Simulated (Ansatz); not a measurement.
CH4Cd (SMILES [CH3][CdH]) moved off its minimum; all values from Ansatz (a quantum-chemistry and plane-wave program), cores frozen in correlated methods. Elements past Kr take the def2 small-core potentials, without spin–orbit coupling.
(charge 0, multiplicity 1)
```xyz
6

Cd    -0.26248    -0.17783     0.00918
H     -1.79792    -1.05561    -0.21817
C      1.65014     0.74413     0.31892
H      2.01514     0.62614     1.21134
H      1.45715     2.01290     0.18904
H      2.20300     0.63025    -0.52328
```

Forces at r2SCAN/def2-TZVPP (eV/Å):

```tsv
atom	Fx	Fy	Fz
Cd1	-0.539	-0.502	0.055
H2	0.929	0.627	0.105
C3	-5.298	5.152	-3.475
H4	2.480	-0.929	4.739
H5	0.204	-3.328	0.663
H6	2.224	-1.020	-2.088
```

**Question.** Give the forces (eV/Å), the total energy and the dipole at CCSD(T)/def2-TZVPPD.

**Answer.** 
| atom | Fx | Fy | Fz |
|---|---|---|---|
| Cd1 | -0.577 | -0.495 | 0.045 |
| H2 | 0.873 | 0.585 | 0.099 |
| C3 | -5.320 | 5.175 | -3.466 |
| H4 | 2.540 | -0.947 | 4.771 |
| H5 | 0.195 | -3.287 | 0.656 |
| H6 | 2.289 | -1.031 | -2.105 |
Energy -207.6663 hartree, dipole 0.60 D.
